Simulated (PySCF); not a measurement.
From one molecule to another.

First species: 6-methyl-1-heptene, C8H16.
SMILES: `C=CCCCC(C)C`

Second species: C7H11PS.
SMILES: `C=CC1=C[P@]1(=S)CCC`

Levels: PBE0/pcSseg-1 for dipole moment, HOMO energy, LUMO energy and HOMO–LUMO gap; GFN2-xTB for rotational constant A and rotational constant C. Geometries: GFN2-xTB. Each structure is a single optimised conformer of the isolated species, non-relativistic unless stated. Electronic properties by PySCF.

Dipoles, sizes and rotational constants follow the conformer. The torsions of the flexible species, by atom-mapped SMILES:
- `[CH2:1]=[CH:2][CH2:3][CH2:4][CH2:5][CH:6]([CH3:7])[CH3:8]`: C1–C2–C3–C4 -118°, C2–C3–C4–C5 180°, C3–C4–C5–C6 174°, C4–C5–C6–C7 -174°
- `[CH2:1]=[CH:2][C:3]1=[CH:4][P@:5]1(=[S:6])[CH2:7][CH2:8][CH3:9]`: C1–C2–C3–C4 -169°, C4–P5–C7–C8 -162°, P5–C7–C8–C9 61°

```json
{"property": "dipole moment", "column X": "4.53 D", "column Y": "0.43 D"}
{"property": "HOMO energy", "column X": "-6.34 eV", "column Y": "-7.35 eV"}
{"property": "LUMO energy", "column X": "-1.72 eV", "column Y": "0.56 eV"}
{"property": "HOMO–LUMO gap", "column X": "4.62 eV", "column Y": "7.91 eV"}
{"property": "rotational constant A", "column X": "1.330 GHz", "column Y": "5.502 GHz"}
{"property": "rotational constant C", "column X": "0.762 GHz", "column Y": "0.660 GHz"}
```

Task: Which column belongs to which species?

Result: Column X is the second species and column Y the first. The first has 24 atoms and 64 electrons, the second 20 and 84.

Task: How does each property change from the first species to the second?

Result: dipole moment +4.10 D; HOMO energy +1.01 eV; LUMO energy -2.28 eV; HOMO–LUMO gap -3.29 eV; rotational constant A -4.172 GHz; rotational constant C +0.102 GHz.

On the first: The dipole equals about 1.4 × 10⁻³⁰ C·m (1 D = 3.33564 × 10⁻³⁰ C·m).

On the second: The dipole equals about 15.1 × 10⁻³⁰ C·m (1 D = 3.33564 × 10⁻³⁰ C·m).
